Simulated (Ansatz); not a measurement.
H6PSi2 (SMILES [SiH3][P][SiH3]), doublet, geometry from GFN2-xTB, with bond 5-1 at 1.4 times its length; CASSCF(3,3)/6-31G (Ansatz, an electronic-structure program).

The Ansatz input:
Ansatz 0.2 input:
```yaml
crystal:
  periodic: [false, false, false]
  atoms:
    - {symbol: Si, position_ang: [1.71541692, -0.01310683, 0.40450283]}
    - {symbol: P, position_ang: [-0.01034639, -0.32610242, -0.96447502]}
    - {symbol: Si, position_ang: [-1.70736053, 0.26703194, 0.34650181]}
    - {symbol: H, position_ang: [2.91452090, -0.38409680, -0.34256259]}
    - {symbol: H, position_ang: [1.83636537, 1.94826616, 0.99183264]}
    - {symbol: H, position_ang: [1.59402767, -0.84922416, 1.60130428]}
    - {symbol: H, position_ang: [-1.77653845, -0.59139479, 1.53162904]}
    - {symbol: H, position_ang: [-2.92301416, 0.11640227, -0.44916623]}
    - {symbol: H, position_ang: [-1.56839826, 1.65702426, 0.78783170]}
basis:
  gaussian:
    orbitals: 6-31G
hamiltonian:
  xc: hf
correlation: {active_space: {window: {electrons: 3, orbitals: 3}}}
magnetization: {spin_polarized: false, initial_magnetization: 1}
```

The log (banner, timings and long lists left out):

```
Functional definition: HF
612 factors; integrals over basis functions are off by at most 1.7e-4 eV
mean field evaluation 1: about -25083.4527 eV, gradient 1.2e1 eV
mean field evaluation 2: about -25083.4597 eV, gradient 1.2e1 eV
mean field evaluation 4: about -25084.5543 eV, gradient 1.3e0 eV
mean field evaluation 8: about -25084.5644 eV, gradient 1.0e-2 eV
mean field evaluation 16: about -25083.7733 eV, gradient 2.7e0 eV
mean field -25084.56439620 eV, -921.8407386321 hartree, gradient 1.4e-6 eV, S^2 0.750000; 2 other end points of the search recorded, 0 dependent functions left out
reference -25084.56439620 eV, -921.8407386321 hartree; 25, 24 occupied and 26, 27 virtual orbitals, 612 factors
state -25085.31107739 eV, -921.8681786596 hartree
Total energy: -25085.31107739 eV, -921.8681786596 hartree
```
